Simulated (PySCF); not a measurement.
C2H12N2OSi3.
Z-matrix (Å and degrees, GFN2-xTB geometry), rows numbered from 1:
```
N 
Si  1  1.7290
C   2  1.8969  1  117.30
Si  3  1.9004  2  115.82  1   -58.97
O   4  1.6123  3  114.55  2   -70.02
C   5  1.4081  4  130.50  3    61.52
Si  6  1.9129  5  113.91  4   -66.93
N   7  1.7228  6  110.33  5    74.03
H   1  1.0067  2  118.34  3   -65.11
H   1  1.0079  2  117.92  3    70.54
H   2  1.4702  1  104.59  3   124.20
H   3  1.0893  2  108.62  1    63.59
H   3  1.0897  2  108.74  1   178.54
H   4  1.4597  3  112.53  2   179.13
H   4  1.4749  3  108.29  2    54.90
H   6  1.0960  5  109.01  4    57.09
H   6  1.0942  5  106.03  4   171.82
H   7  1.4664  6  107.38  5  -170.09
H   7  1.4674  6  108.16  5   -49.32
H   8  1.0066  2  112.40  1   -63.86
```

Computed at PBE0/pcSseg-1 (PySCF, non-relativistic), with Q(14N) = 0.02044 b, Q(17O) = −0.0256 b: N1, 14N (I = 1): χzz = -4.291 MHz, η = 0.377; O5, 17O (I = 5/2): χzz = -10.43 MHz, η = 0.329; N8, 14N (I = 1): χzz = -3.554 MHz, η = 0.441.

Find the zero-field quadrupole resonance frequencies of 14N at N1.

From ν± = (3/4)|χ|(1 ± η/3) and ν0 = |χ|η/2: ν+ 3.622 MHz, ν− 2.814 MHz, ν0 0.808 MHz (silicon-bound nitrogen).

Where would the pure quadrupole (NQR) lines of 17O at O5 fall for the rigid, isolated species?

From the eigenvalues of H = χ/[4I(2I − 1)] × [3Iz² − I(I + 1) + η(Ix² − Iy²)], steps between neighbouring levels, labelled as for η = 0: ±1/2↔±3/2 1.739 MHz, ±3/2↔±5/2 3.067 MHz (silyl ether oxygen).

Where would the pure quadrupole (NQR) lines of 14N at N8 fall for the rigid, isolated species?

From ν± = (3/4)|χ|(1 ± η/3) and ν0 = |χ|η/2: ν+ 3.057 MHz, ν− 2.274 MHz, ν0 0.783 MHz (nitrogen bridging silicon atoms).

In a crystal, neighbours and librations shift these lines. GFN2-xTB bond lengths can be off by several hundredths of an ångström, more for odd bonds, and the gradients follow them. The basis is small and wasn't made for field gradients, so the couplings can be 20 % off.

These values come from a run that also computed NMR shieldings. Time: 76 s of wall time; peak memory 0.99 GiB. Hardware: one thread of an Arm Neoverse N1, no GPU (shared host).

One conformer stands for the species.
